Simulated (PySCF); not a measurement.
C2H6AlCl, charge +3, doublet (typed; the unrestricted solution is spin-contaminated), geometry from GFN2-xTB of the parent state (such geometries of metal compounds can be far from the true shape) (a state made from the parent by changing its charge; the spin is typed, not shown lowest); PySCF with HF/STO-3G.

Input for PySCF:
```python
from pyscf import gto, scf

mol = gto.Mole()
mol.atom = '''
    Al    0.091244   -0.104779    0.096178
    C     1.983315   -0.847047   -0.125519
    H     1.975511   -1.925332    0.039993
    H     2.631427   -0.352767    0.600482
    H     2.278661   -0.598749   -1.147671
    C    -0.336721   -1.043797    1.861153
    H    -0.491636   -2.104434    1.655017
    H    -1.254391   -0.577458    2.227328
    H     0.490321   -0.906274    2.559179
    Cl   -0.982096    1.127777   -1.035203
'''
mol.basis = 'sto-3g'
mol.charge = 3
mol.spin = 1
mol.verbose = 4
mol.build()

mf = scf.UHF(mol)
mf.kernel()
```

Problem. Write the output that PySCF gives for this input, abridged.

Solution. 
```
PySCF version 2.14.0

[INPUT] verbose = 4
[INPUT] num. atoms = 10
[INPUT] num. electrons = 45
[INPUT] charge = 3
[INPUT] spin (= nelec alpha-beta = 2S) = 1
[INPUT] symmetry False subgroup None
[INPUT] Mole.unit = angstrom
[INPUT] Symbol           X                Y                Z      unit          X                Y                Z       unit  Magmom
[INPUT]  1 Al     0.091244000000  -0.104779000000   0.096178000000 AA    0.172426170510  -0.198003613606   0.181750079208 Bohr   0.0
[INPUT]  2 C      1.983315000000  -0.847047000000  -0.125519000000 AA    3.747922168742  -1.600686844634  -0.237196533429 Bohr   0.0
[INPUT]  3 H      1.975511000000  -1.925332000000   0.039993000000 AA    3.733174746066  -3.638350178861   0.075575816900 Bohr   0.0
[INPUT]  4 H      2.631427000000  -0.352767000000   0.600482000000 AA    4.972676346786  -0.666633015784   1.134746522731 Bohr   0.0
[INPUT]  5 H      2.278661000000  -0.598749000000  -1.147671000000 AA    4.306045220728  -1.131471627357  -2.168783871106 Bohr   0.0
[INPUT]  6 C     -0.336721000000  -1.043797000000   1.861153000000 AA   -0.636310470390  -1.972490459643   3.517069445913 Bohr   0.0
[INPUT]  7 H     -0.491636000000  -2.104434000000   1.655017000000 AA   -0.929057392977  -3.976803907223   3.127528861499 Bohr   0.0
[INPUT]  8 H     -1.254391000000  -0.577458000000   2.227328000000 AA   -2.370455443119  -1.091237468439   4.209039909575 Bohr   0.0
[INPUT]  9 H      0.490321000000  -0.906274000000   2.559179000000 AA    0.926572403123  -1.712609653814   4.836147413738 Bohr   0.0
[INPUT] 10 Cl    -0.982096000000   1.127777000000  -1.035203000000 AA   -1.855892468031   2.131189659584  -1.956250153328 Bohr   0.0

nuclear repulsion = 189.999833057833
number of shells = 22
number of NR pGTOs = 102
number of NR cGTOs = 34
basis = sto-3g
ecp = {}

******** <class 'pyscf.scf.uhf.UHF'> ********
method = UHF
initial guess = minao
damping factor = 0
level_shift factor = 0
DIIS = <class 'pyscf.scf.diis.CDIIS'>
diis_start_cycle = 1
diis_space = 8
diis_damp = 0
SCF conv_tol = 1e-09
SCF conv_tol_grad = None
SCF max_cycles = 50
direct_scf = True
direct_scf_tol = 1e-13
number electrons alpha = 23  beta = 22
Set gradient conv threshold to 3.16228e-05
init E= -771.57928394691

cycle= 1 E= -770.106436033764  delta_E= 1.47  |g|= 0.519  |ddm|= 2.43
cycle= 2 E= -769.956645403895  delta_E= 0.15  |g|= 0.673  |ddm|= 1.88
cycle= 3 E= -770.353414449859  delta_E= -0.397  |g|= 0.0874  |ddm|= 1.25
cycle= 4 E= -770.363697862588  delta_E= -0.0103  |g|= 0.023  |ddm|= 0.221
cycle= 5 E= -770.365375120273  delta_E= -0.00168  |g|= 0.0165  |ddm|= 0.0926
cycle= 6 E= -770.36635550545  delta_E= -0.00098  |g|= 0.0162  |ddm|= 0.0614
cycle= 7 E= -770.36618861686  delta_E= 0.000167  |g|= 0.0157  |ddm|= 0.00996
cycle= 8 E= -770.365396377378  delta_E= 0.000792  |g|= 0.00686  |ddm|= 0.104
cycle= 9 E= -770.365399001345  delta_E= -2.62e-06  |g|= 0.00113  |ddm|= 0.0441
cycle= 10 E= -770.365402335242  delta_E= -3.33e-06  |g|= 0.000335  |ddm|= 0.00849
cycle= 11 E= -770.365402695936  delta_E= -3.61e-07  |g|= 0.000196  |ddm|= 0.00118
cycle= 12 E= -770.365402866242  delta_E= -1.7e-07  |g|= 0.00013  |ddm|= 0.0008
cycle= 13 E= -770.365402980195  delta_E= -1.14e-07  |g|= 6.46e-05  |ddm|= 0.000965
cycle= 14 E= -770.36540301051  delta_E= -3.03e-08  |g|= 2.88e-05  |ddm|= 0.000536
cycle= 15 E= -770.365403015262  delta_E= -4.75e-09  |g|= 1.03e-05  |ddm|= 0.000226
cycle= 16 E= -770.365403015648  delta_E= -3.87e-10  |g|= 2.47e-06  |ddm|= 7.45e-05
Extra cycle  E= -770.365403015662  delta_E= -1.32e-11  |g|= 1.74e-06  |ddm|= 6.84e-06
converged SCF energy = -770.365403015662  <S^2> = 0.96903829  2S+1 = 2.2082013
```
